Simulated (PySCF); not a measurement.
SMILES F[Si](F)(F)/C=C\[SiH3] (C₂H₅F₃Si₂), GFN2-xTB optimised geometry. Atoms within 1.6 Å of the plane z = 0.0 Å (x, y, z in Å): F1 (-0.85, 1.00, -1.47), Si2 (-0.48, 1.49, 0.00), F3 (1.11, 1.49, 0.00), F4 (-0.87, 3.03, 0.00), C5 (-1.30, 0.59, 1.40), Si7 (-0.17, -2.00, 0.75), H10 (-1.11, -3.03, 0.29), H11 (0.53, -1.39, -0.38).

Method: B3LYP/def2-TZVP run with PySCF. Cells within 0.4 Å of a nucleus heavier than hydrogen are left out (blank, or x).

Map of the log10 of the electron density (e/bohr³), floored at −4 on the plane z = 0.0 Å:

```
|0000000000000000000000000|
|0000000000000000000000000|
|0000000012321000000000000|
|0000000135554200000000000|
|0000000357875310000000000|
|0000001369x97432100000000|
|0000001469x97554320000000|
|0000001357886677531000000|
|00000013568x88x9742000000|
|00000023569x98xx752000000|
|0000012456787788642000000|
|0000012456665566431000000|
|0000012345544443210000000|
|0000002344445543200000000|
|0000001234556764310000000|
|0000001234567875310000000|
|0000001245677775310000000|
|0000001356777654210000000|
|0000001357776543200000000|
|0000001357765432100000000|
|0000001345654321000000000|
|0000000133432100000000000|
|0000000012211000000000000|
|0000000000000000000000000|
|0000000000000000000000000|
```
Scale: ten equal steps from -4.00 (start of '0') to -0.124 (end of '9'), in the order '0123456789'; x runs from -5.50 to 5.50, y from -5.50 (bottom) to 5.50 (top).
